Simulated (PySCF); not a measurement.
**Two-component Hartree-Fock for Ru⁺ (ruthenium, charge +1)**

Start: [Kr] 4d6 5p1; 4d3/2 filled at m_j = +3/2; 4d5/2 filled at m_j = -3/2, -1/2, +1/2, +3/2, +5/2; 5p3/2 filled at m_j = +3/2. Calculated with PySCF 2.14 in x2c-TZVPall-2c with one added diffuse shell each of s, p, d type (9s10p8d1f, 86 functions): generalised Hartree-Fock with the X2C-1e Hamiltonian and a Gaussian nucleus; one run each with spin-orbit coupling (SO) switched off, then screened by Boettger's factors. This is a chosen level, not necessarily the ground level.

```tsv
spinor shell	electrons	ε, spin-free (eV)	ε, screened SO (eV)	weight of nominal j (screened SO)	rms radius, screened SO (bohr)
1s1/2	2	-22247.8	-22246.4	1.000	0.0384
2s1/2	2	-3289.6	-3289.2	1.000	0.158
2p1/2	2	-2940.8	-3031.4	1.000	0.137
2p3/2	4	-2940.8	-2898.6	1.000	0.142
3s1/2	2	-624.22	-624.13	1.000	0.428
3p1/2	2	-506.59	-522.57	1.000	0.425
3p3/2	4	-506.59	-499.12	1.000	0.436
3d3/2	4	-317.48	-320.39	0.978	0.416
3d5/2	6	-317.48	-315.46	0.985	0.420
4s1/2	2	-106.44	-106.45	1.000	1.09
4p1/2	2	-70.931	-76.482	0.715	1.20
4p3/2	4	-70.931	-68.264	0.858	1.21
4d5/2	5	-23.765	-24.495	0.563	1.66
4d3/2	1	-23.765	-20.404	0.767	1.70
5p3/2	1	-9.833	-9.761	1.000	4.24
```

```tsv
quantity	spin-free	screened SO
E (hartree)	-4527.24669	-4527.89192
M_J	11/2	11/2
⟨J²⟩	35.761	35.764
⟨L²⟩	12.010	12.096
⟨S²⟩	8.751	8.715
```

Each row is a mean over spinors that exchange with the open shell spreads, by up to 9.311 eV (4p3/2).

Rows whose weight is well below 1 are mixtures of j = l ± 1/2: exchange outweighs spin-orbit coupling there, and the label is only the starting occupation.

Breit and QED terms are absent; they matter most for the inner s and p1/2 levels.

Densities and radii are taken from the X2C orbitals without a picture-change correction, which distorts them close to the nucleus.

Without spin-orbit coupling the j labels of p, d and f shells carry no meaning; the spin-free column gives the mean over the occupied spinors of each nl shell.
